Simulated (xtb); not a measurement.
NbF6, SMILES [F][Nb-]([F])([F])([F])([F])[F], charge -1, multiplicity 1. All values are semi-empirical tight-binding results from xtb (GFN2-xTB unless named), good for trends rather than for accurate numbers. The structure is a stationary point at GFN2-xTB. The multiplicity is an assumed one; no other spin state was optimised. The isomer is the one that the SMILES or the coordinates give; other isomers of the formula were not compared.

For metal compounds this method's bond lengths and energies can be far off.

Problem. Estimate the properties. (An estimate is asked for; the answer gives what the named calculation found.)

Solution. 
| Property | Value |
|---|---|
| point group as xtb finds it | Oh |
| orbital gap | 4.71 eV |
| zero-point energy | 6.0 kcal/mol |
| G − E(el) at 298.15 K (modified RRHO) | -14.0 kcal/mol |
